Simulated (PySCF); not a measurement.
## Ionisation energy of V by level of theory

V [Ar] 3d3 4s2 (4F) → V⁺ [Ar] 3d4 (5D), as a difference of total energies. Computed with PySCF 2.14 in pcseg-2 (6s4p3d2f1g, 56 functions), with the non-relativistic Hamiltonian (point nucleus). Correlated levels: valence: [Ar] frozen. The calculations carry no spin-orbit coupling.

```
           method  ionisation energy (eV)
              UHF                   5.991
             PBE0                   6.091
            M06-L                   6.201
    MP2 (valence)                   6.305
SCS-MP2 (valence)                   6.798
```

**Question.** How much does correlation contribute at MP2 (valence)?

**Answer.** 6.305 − (5.991) = 0.314 eV, measured against UHF.

These non-relativistic numbers lack the scalar-relativistic shift.

Errors of the correlated levels include the incompleteness of this basis and the frozen core.

For comparison: 6.732 eV (measured; NIST levels, between the centres of gravity of the two terms).
